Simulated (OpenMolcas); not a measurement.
**Ni2+ in a ligand field**

Ni2+ with 5 ligands (chloride) in square pyramidal coordination (C4v) at 2.39 Å, the axial distance 2.342 Å. A charge of +0.6 e stands 2.4 Å behind each ligand. Ligand basis ANO-RCC-VDZP.

| Item | Value |
| --- | --- |
| Program | OpenMolcas |
| Method | CASSCF |
| Basis | ANO-RCC-VTZP [6s5p3d2f1g] |
| Scalar Hamiltonian | DKH2, point nucleus |
| Active space | 8 electrons in 5 orbitals (3d) |
| State averaging | 2S+1 = 3 even, 10 roots; 2S+1 = 1 even, 15 roots |
| Spin-orbit coupling | RASSI with atomic mean-field integrals over the reference wave functions |

The lowest spin-free states, above the lowest:

```
   State  Degeneracy  E (cm-1)  Free-ion L (%)
2S+1 = 3           1       0.0         F (100)
2S+1 = 3           2      2725         F (100)
2S+1 = 3           1      4523         F (100)
2S+1 = 3           1      5840          F (98)
2S+1 = 3           2      6319         F (100)
2S+1 = 1           1     16834          D (86)
2S+1 = 1           1     17483          D (91)
2S+1 = 1           2     19728          D (95)
2S+1 = 1           1     21218          D (98)
2S+1 = 3           1     22014          P (98)
2S+1 = 3           2     24085         P (100)
2S+1 = 1           1     25740         G (100)
2S+1 = 1           1     26581          G (89)
2S+1 = 1           2     28729          G (96)
2S+1 = 1           1     29924          G (97)
2S+1 = 1           1     30086          G (91)
2S+1 = 1           2     30380          G (99)
2S+1 = 1           1     31034          G (98)
2S+1 = 1           1     64715          S (99)
```

The lowest levels with spin-orbit coupling:

| E (cm-1) | Degeneracy | 2S+1 | g |
| --- | --- | --- | --- |
| 0.0 | 1 | 3 |  |
| 29.0 | 2 | 3 | 0.00 0.00 4.87 |
| 2358 | 1 | 3 |  |
| 2468 | 1 | 3 |  |
| 3012 | 2 | 3 | 0.00 0.00 2.14 |
| 3226 | 1 | 3 |  |
| 3510 | 1 | 3 |  |
| 4497 | 1 | 3 |  |
| 4634 | 2 | 3 | 0.00 0.00 2.89 |
| 5367 | 1 | 3 |  |
| 5879 | 2 | 3 | 0.00 0.00 1.72 |
| 6452 | 1 | 3 |  |
| 6930 | 1 | 3 |  |
| 7115 | 2 | 3 | 0.00 0.00 0.32 |
| 7184 | 1 | 3 |  |
| 7195 | 1 | 3 |  |
| 17088 | 1 | 1 |  |
| 17739 | 1 | 1 |  |
| 19753 | 2 | 1 (89 %) | 0.00 0.00 1.58 |
| 21194 | 1 | 1 (89 %) |  |

Electric-dipole absorption from the lowest level at this geometry, strongest bands:

| E (cm-1) | λ (nm) | f |
| --- | --- | --- |
| 3012 | 3320 | 1.02e-05 |
| 24470 | 409 | 3.77e-05 |

Powder χT (cm3 K/mol): 0.176 at 2 K, 0.861 at 10 K, 1.69 at 50 K, 1.76 at 100 K, 1.82 at 200 K, 1.88 at 300 K. The effective moment at 300 K is 2.828 √(χT) = 3.88 μB.

The lowest level has 2S+1 = 3, for which the spin-only value is χT = S(S+1) / 2 = 1.000 cm3 K/mol (g = 2). The computed 1.880 at 300 K differs by +0.880, through orbital momentum, spin-orbit coupling and any other state in reach.

Metal share of the active 3d orbitals (Löwdin): 95, 96, 99, 99, 99 %; Mulliken charge of the metal 1.16.

Without dynamic correlation the repulsion within the d shell is too large (B by tens of per cent), so at a given field states of lower spin stand too high. Ligand-to-metal charge-transfer states are missing. With no ligand orbital active B as a rule stays too high, so bands that hang on it stand too high and its fall with covalency is understated. With metal d orbitals alone and no dynamic correlation the field as a rule comes out too small, by tens of per cent, by up to half for chloride and softer ligands, and the orbital part of g and χT, which goes as 1/10Dq, too large. No measured value stands beside these numbers; the geometry is a model, was not optimised and need not be the one that this ion takes.

With an even number of electrons the g values are those of a degenerate or nearly degenerate non-Kramers pair.
